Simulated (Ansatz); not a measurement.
```yaml
crystal:
  periodic: [false, false, false]
  atoms:
    - {symbol: Be, position_ang: [-2.041669, -0.700403, 0.210876]}
    - {symbol: Be, position_ang: [-1.441009, 1.856385, -0.116964]}
    - {symbol: Be, position_ang: [1.359211, 1.410027, 0.073686]}
    - {symbol: Be, position_ang: [-0.610651, -2.050802, -0.355679]}
    - {symbol: Be, position_ang: [1.900591, -1.379642, 0.142211]}
    - {symbol: Se, position_ang: [-3.063141, 0.988314, 0.735500]}
    - {symbol: Se, position_ang: [0.189465, 2.634121, -1.039328]}
    - {symbol: Se, position_ang: [2.566400, 0.225008, 1.189010]}
    - {symbol: Se, position_ang: [1.140813, -2.983008, -0.839304]}
basis:
  gaussian: {orbitals: def2-TZVP, initial_orbitals: start.molden}
total_charge: 1
magnetization: {spin_polarized: true, initial_magnetization: 1}
hamiltonian: {xc: hse06, dispersion: d4}
scf: {omitted_lower_state_checks: [starts]}
output: {orbitals: {seedname: orbitals}}
```

The file start.molden holds the orbitals of an earlier run on this structure, at another level or in another basis.

```sh
$ ansatz run in.yaml --threads 4 --pin off --events-out ev --progress --plain --max-ram 4787MiB
```

(1) Does this run fit into the memory that it is given?

## Answers

(1) No. It has 287 basis functions, and Ansatz plans for 5.31 GiB where 4.67 GiB are given.
